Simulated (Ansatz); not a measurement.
Abridged output of a molecular run in Ansatz:

```
Functional definition: HF
1719 factors; integrals over basis functions are off by at most 1.0e-3 eV
mean field evaluation 1: about -24130.7795 eV, gradient 3.7e1 eV
mean field evaluation 2: about -24131.0874 eV, gradient 3.7e1 eV
mean field evaluation 4: about -24135.5346 eV, gradient 4.7e0 eV
mean field evaluation 8: about -24135.6424 eV, gradient 2.5e-1 eV
mean field -24135.64277725 eV, -886.9685123379 hartree, gradient 2.6e-6 eV, S^2 0.000000; 0 other end points of the search recorded, 0 dependent functions left out
17 core orbitals not correlated: weight in the atoms' cores, before any rotation towards them, 1.000 or more for the frozen orbitals, at most 0.000 for the correlated occupied ones
reference -24135.64277725 eV, -886.9685123379 hartree; 13, 13 occupied and 270, 270 virtual orbitals, 1719 factors
second order -16.46364943 eV of doubles, -0.00000000 eV of singles
cycle   1  -17.55657712 eV  change    -1.1e0 eV  update   1.1e-1
cycle   2  -18.16396420 eV  change   -6.1e-1 eV  update   3.5e-2
cycle   3  -18.26511162 eV  change   -1.0e-1 eV  update   1.7e-2
cycle   4  -18.25471750 eV  change    1.0e-2 eV  update   5.3e-3
cycle   5  -18.25372581 eV  change    9.9e-4 eV  update   2.5e-3
cycle   6  -18.25332743 eV  change    4.0e-4 eV  update   9.0e-4
cycle   7  -18.25324642 eV  change    8.1e-5 eV  update   3.4e-4
cycle   8  -18.25342926 eV  change   -1.8e-4 eV  update   1.4e-4
cycle   9  -18.25344913 eV  change   -2.0e-5 eV  update   5.5e-5
cycle  10  -18.25341049 eV  change    3.9e-5 eV  update   2.6e-5
cycle  11  -18.25342029 eV  change   -9.8e-6 eV  update   1.3e-5
perturbative correction -0.83462994 eV, -0.0306720846 hartree
Total energy: -24154.73082749 eV, -887.6699852457 hartree
```

Its atoms:

Z-matrix (Å, degrees):
```
Si
C 1 1.892
Al 1 2.566 2 51.1
B 1 1.950 2 44.7 3 128.5
H 1 1.542 2 101.2 3 8.4
H 1 1.482 2 124.1 3 -110.2
H 2 1.091 1 141.8 3 102.7
H 3 1.581 1 112.9 2 109.6
H 3 1.582 1 115.9 2 -99.0
Si 4 1.984 1 143.9 2 162.0
H 10 1.489 4 113.4 1 -159.2
H 10 1.490 4 109.3 1 -38.2
H 10 1.489 4 109.4 1 79.8
```

(1) Which basis set was used?
A. def2-QZVPP
B. def2-TZVPPD
C. def2-TZVPP
D. def2-SVPD

(2) Write the keys of the input that set method, charge and spin (a neutral closed shell needs none for the last two).

## Answers

(1) C. It gives 300 functions.

(2) 
```yaml
correlation: {method: ccsd_t}
```
